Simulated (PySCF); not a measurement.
Compound: C3H11N3OSi3.
SMILES with atom numbers: `[CH:1]#[C:2][C@@H:3]1[NH:4][Si@H:5]([OH:6])[NH:7][SiH2:8][NH:9][SiH2:10]1`

Structure used (GFN2-xTB), in Å, numbered top down from 1:
```
atom  x, y, z in Å
C1    -3.9800    0.2649    0.2279
C2    -2.8230    0.1921   -0.0756
C3    -1.4084    0.0964   -0.3513
N4    -0.8540   -1.0839    0.3021
Si5    0.6778   -1.7153   -0.1356
O6     0.9684   -3.0593    0.7426
N7     2.0485   -0.7382    0.2732
Si8    2.4946    0.8332   -0.2588
N9     1.0554    1.7633   -0.5495
Si10  -0.5211    1.7294    0.1568
H11   -5.0014    0.3328    0.4576
H12   -1.2753   -0.0516   -1.4288
H13   -1.1019   -1.1012    1.2817
H14    0.6059   -2.0061   -1.5677
H15    0.3011   -3.7374    0.7591
H16    2.7779   -1.2450    0.7460
H17    3.2092    0.8439   -1.5451
H18    3.3140    1.4194    0.8116
H19    1.2543    2.6150   -1.0481
H20   -0.5023    1.8007    1.6231
H21   -1.2487    2.8638   -0.4216
```

NICS = −σ at a ghost point: NICS(0) at the centroid of the ring atoms, NICS(1) 1 Å to either side along the normal of their mean plane, zz for the tensor component along that normal. Level: GIAO PBE0/pcSseg-1 (PySCF, non-relativistic, gas phase) on the GFN2-xTB geometry, one conformer.

Ring bond lengths (Å), with Mayer bond orders in brackets: C3–N4 1.459 (0.97), N4–Si5 1.714 (0.99), Si5–N7 1.732 (0.92), N7–Si8 1.718 (0.98), Si8–N9 1.738 (0.93), N9–Si10 1.728 (0.97), Si10–C3 1.927 (0.81).

Q: What do the NICS probes read (ppm)?

A: 
```json
{"ring": "C3–N4–Si5–N7–Si8–N9–Si10", "type": "7-membered ring with 3 N and 3 Si; formal bonds all single", "NICS(0)": "-1.8", "NICS(1), two faces": "-0.8 / -1.5", "NICS(1)zz, two faces": "4.5 / 3.2", "rms pucker (Å)": "0.27", "centre to ring atoms, mean (Å)": "1.90"}
```

Q: What can be read from them?

A: 
- C3–N4–Si5–N7–Si8–N9–Si10: mean NICS(1)zz 3.9 ppm, deshielded. C3, Si5, Si8, Si10 have four or more neighbours, so the value isn't read as a sign of a π ring current.

Q: How shielded are the nuclei of the rings and their hydrogens (means over atoms taken as equivalent)?

A: 
```csv
atoms,environment,σ isotropic (ppm),"principal values of the symmetric part, first atom (ppm)"
C3,sp3 carbon bound to nitrogen,152.2,"137.4, 157.7, 161.4"
N4,silicon-bound nitrogen,207.9,"170.3, 193.0, 260.4"
Si5,oxygen-bound silicon,384.8,"358.6, 382.1, 413.5"
N7,nitrogen bridging silicon atoms,223.3,"185.0, 223.5, 261.2"
Si8,SiH2 silicon,384.4,"359.9, 368.4, 424.8"
N9,nitrogen bridging silicon atoms,245.2,"210.4, 242.5, 282.8"
Si10,SiH2 silicon,378.5,"333.9, 385.4, 416.3"
H12,methine hydrogen,28.41,"24.7, 28.4, 32.2"
H13,N–H hydrogen,31.13,"24.3, 30.7, 38.5"
H14,Si–H hydrogen,26.62,"23.6, 24.1, 32.1"
H16,N–H hydrogen,30.86,"22.2, 28.4, 42.0"
H17,Si–H hydrogen,26.32,"22.5, 24.2, 32.3"
H18,Si–H hydrogen,26.42,"22.6, 24.2, 32.4"
H19,N–H hydrogen,31.69,"22.8, 28.1, 44.2"
```

The list is cut; further classes of hydrogen are left out.
